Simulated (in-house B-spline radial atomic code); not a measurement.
**Ni4+: [Ar] (3d3/2)1 (3d5/2)5 (an excited or competing configuration)**

All numbers are computed (Dirac-Hartree-Fock, average of the jj configuration; Fermi nucleus of rms radius 3.7757 fm) with an all-electron radial atomic-structure program (B-spline basis), not measured.

Z_r = [3n² - l(l+1)]/(2<r>); Z_e = n√(-2ε); the last column is Slater's effective charge. Values are occupation-weighted means over j.

| shell | electrons | ε (eV) | <r> (bohr) | Z_r | Z_e | Slater |
| --- | --- | --- | --- | --- | --- | --- |
| 1s | 2 | -8471.8 | 0.05406 | 27.75 | 24.95 | 27.70 |
| 2s | 2 | -1117.4 | 0.2435 | 24.64 | 18.12 | 23.85 |
| 2p | 6 | -966.48 | 0.2148 | 23.27 | 16.86 | 23.85 |
| 3s | 2 | -198.54 | 0.7274 | 18.56 | 11.46 | 16.75 |
| 3p | 6 | -151.38 | 0.7578 | 16.49 | 10.01 | 16.75 |
| 3d | 6 | -80.87 | 0.8338 | 12.59 | 7.31 | 8.25 |

The least bound orbital is 3d3/2 at -80.46 eV, while the most diffuse is 3d5/2 (<r> = 0.8339 bohr against 0.8333 bohr): energy order and size order differ.

For the 1s electron the small component carries 1.02 % of the norm, the zero-frequency Breit interaction raises the level by 10.59 eV, self-energy by 5.314 eV, and vacuum polarisation lowers it by 0.4727 eV.
